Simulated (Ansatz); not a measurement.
Al6Si4, relaxed as a singlet with RKS r2SCAN-D4/def2-SVP in Ansatz, starting from packed atoms. Force threshold 0.03 eV/Å.

The restricted singlet is unstable towards broken spin symmetry in Hartree–Fock (as tested in another run); at r2SCAN-D4/def2-SVP this wasn't settled. The structure comes from a short search, and lower isomers may exist.

Start:

Cartesian coordinates in Å:
```
Al -1.294 -0.627 1.596
Al 0.631 0.822 2.049
Al 0.530 -1.263 -1.673
Al -0.045 2.790 0.983
Al 2.067 0.794 -1.863
Al 0.070 0.705 -0.383
Si -0.067 -2.239 0.342
Si 2.263 -0.817 -0.096
Si -2.424 0.894 -0.063
Si -1.732 -1.059 -0.892
```

```json
{"step": "1", "energy (eV)": "-71059.8881", "largest force component (eV/Å)": "3.266", "SCF passes": "41"}
{"step": "2", "energy (eV)": "-71061.4194", "largest force component (eV/Å)": "1.858", "SCF passes": "37"}
{"step": "3", "energy (eV)": "-71062.3648", "largest force component (eV/Å)": "1.040", "SCF passes": "31"}
{"step": "4", "energy (eV)": "-71062.8435", "largest force component (eV/Å)": "0.751", "SCF passes": "30"}
{"step": "5", "energy (eV)": "-71063.0848", "largest force component (eV/Å)": "0.546", "SCF passes": "29"}
{"step": "6", "energy (eV)": "-71063.2794", "largest force component (eV/Å)": "0.541", "SCF passes": "25"}
{"step": "7", "energy (eV)": "-71063.4294", "largest force component (eV/Å)": "0.318", "SCF passes": "25"}
{"step": "8", "energy (eV)": "-71063.5125", "largest force component (eV/Å)": "0.218", "SCF passes": "29"}
{"step": "9", "energy (eV)": "-71063.5383", "largest force component (eV/Å)": "0.165", "SCF passes": "26"}
{"step": "10", "energy (eV)": "-71063.5471", "largest force component (eV/Å)": "0.074", "SCF passes": "24"}
{"step": "11 (rejected)", "energy (eV)": "-71063.5419", "largest force component (eV/Å)": "0.171", "SCF passes": "24"}
{"step": "12", "energy (eV)": "-71063.5502", "largest force component (eV/Å)": "0.031", "SCF passes": "25"}
{"step": "13", "energy (eV)": "-71063.5515", "largest force component (eV/Å)": "0.024", "SCF passes": "25"}
```

Force components are those of the run's own axes.

End:

```xyz
10

Al   -1.4880   -0.3746    1.6174
Al    1.0069    0.5284    1.9685
Al    0.5420   -1.6164   -1.9894
Al   -0.8345    2.3471    1.6040
Al    2.3375    0.3143   -2.2935
Al    0.1151    0.7751   -0.5821
Si    0.1968   -1.7270    0.5144
Si    2.2376   -0.5181    0.1593
Si   -2.3996    1.2350   -0.0382
Si   -1.7139   -0.9639   -0.9603
```

Bonds lost: Al3–Si8 (atoms count from 1). Bonds formed: Al1–Al4, Al2–Si8, Al4–Si9, Al6–Si7 (atoms count from 1).

No frequencies were taken in this run, so the end may be a saddle point.

It took 1.8 min on 4 threads of Arm Neoverse V2 on a shared host.
